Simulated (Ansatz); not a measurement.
Wavefunction ladder for C2H5O2Si, SMILES `CC(=O)O[SiH2]` radical

```xyz
10

C     1.216   -1.096    0.566
C    -0.103   -0.525    0.160
O    -1.180   -0.998    0.414
O     0.015    0.612   -0.544
Si   -1.434    1.363   -1.007
H     1.755   -0.372    1.180
H     1.823   -1.281   -0.322
H     1.066   -2.020    1.119
H    -2.207    1.766    0.197
H    -0.952    2.550   -1.762
```

The species carries charge 0 and has multiplicity 2. Geometry: relaxed with PBE0-D4/def2-TZVP. Frozen core, unrestricted reference, the Gaussian-basis code of Ansatz. CBS rows extrapolate triple and quadruple zeta; past MP2 they add the triple-zeta difference.

| basis | HF (Eh) | MP2 corr. | CCSD corr. | (T) | CCSD(T) total |
| --- | --- | --- | --- | --- | --- |
| def2-SVP | -517.05280 | -0.71016 | -0.74972 | -0.02275 | -517.82527 |
| def2-TZVPP | -517.43168 | -0.88938 | -0.91977 | -0.03805 | -518.38950 |
| def2-QZVPP | -517.45139 | -0.95579 | – | – | – |
| CBS(def2) | -517.45411 | -1.00498 | -1.03536 | as TZ | -518.52752 |
